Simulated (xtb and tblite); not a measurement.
Relaxed torsion scan: SMILES c1cccnc1Sc1sccc1. Scanned: dihedral N11–C4–S5–C6 and dihedral C4–S5–C6–S10; all other coordinates were relaxed at GFN2-xTB. Points at φ and −φ are mirror images. Heavy atoms are numbered in the order of the SMILES c1ccc(Sc2cccs2)nc1, hydrogens after them in the order of the atoms that carry them; the mirror image has the same energies with the sign of each dihedral reversed.

Computed with GFN2-xTB (xtb and tblite).

Energy in kJ/mol above the lowest grid point; x is the dihedral N11–C4–S5–C6 (°), y the dihedral C4–S5–C6–S10 (°).

| y \ x | -150 | -120 | -90 | -60 | -30 | 0 | 30 | 60 | 90 | 120 | 150 | 180 |
|---|---|---|---|---|---|---|---|---|---|---|---|---|
| 180 | 25.8 | 21.7 | 23.0 | 18.7 | 12.2 | 10.0 | 12.2 | 18.7 | 23.0 | 21.7 | 25.8 | 37.3 |
| 150 | 34.7 | 28.1 | 24.5 | 17.8 | 10.2 | 8.1 | 11.3 | 18.1 | 23.0 | 19.1 | 16.3 | 24.0 |
| 120 | 24.0 | 29.9 | 27.3 | 19.7 | 9.9 | 6.3 | 9.9 | 18.4 | 24.3 | 21.0 | 15.6 | 16.1 |
| 90 | 17.8 | 25.0 | 27.8 | 20.9 | 10.3 | 5.6 | 10.4 | 20.0 | 25.5 | 22.8 | 17.9 | 14.4 |
| 60 | 13.7 | 20.2 | 24.6 | 17.7 | 8.1 | 4.4 | 7.9 | 17.5 | 23.0 | 22.5 | 21.1 | 15.9 |
| 30 | 16.1 | 17.4 | 21.6 | 15.9 | 4.2 | 2.5 | 7.7 | 15.4 | 20.5 | 21.4 | 24.2 | 22.5 |
| 0 | 22.4 | 19.0 | 20.1 | 16.5 | 6.0 | 0.0 | 6.0 | 16.5 | 20.1 | 19.0 | 22.4 | 26.2 |
| -30 | 24.2 | 21.4 | 20.5 | 15.4 | 7.7 | 2.5 | 4.2 | 15.9 | 21.6 | 17.4 | 16.1 | 22.5 |
| -60 | 21.1 | 22.5 | 23.0 | 17.5 | 7.9 | 4.4 | 8.1 | 17.7 | 24.6 | 20.2 | 13.7 | 15.9 |
| -90 | 17.9 | 22.8 | 25.5 | 20.0 | 10.4 | 5.6 | 10.3 | 20.9 | 27.8 | 25.0 | 17.8 | 14.4 |
| -120 | 15.6 | 21.0 | 24.3 | 18.4 | 9.9 | 6.3 | 9.9 | 19.7 | 27.3 | 29.9 | 24.0 | 16.1 |
| -150 | 16.3 | 19.1 | 23.0 | 18.1 | 11.3 | 8.1 | 10.2 | 17.8 | 24.5 | 28.1 | 34.7 | 24.0 |

Points that lie below all their neighbours on the grid: x = 0, y = 0 (0.0 kJ/mol); x = -150, y = 60 (13.7 kJ/mol); x = 150, y = -60 (13.7 kJ/mol). The lowest path on the grid from the first to the second passes x = -90, y = 0 at 20.1 kJ/mol.
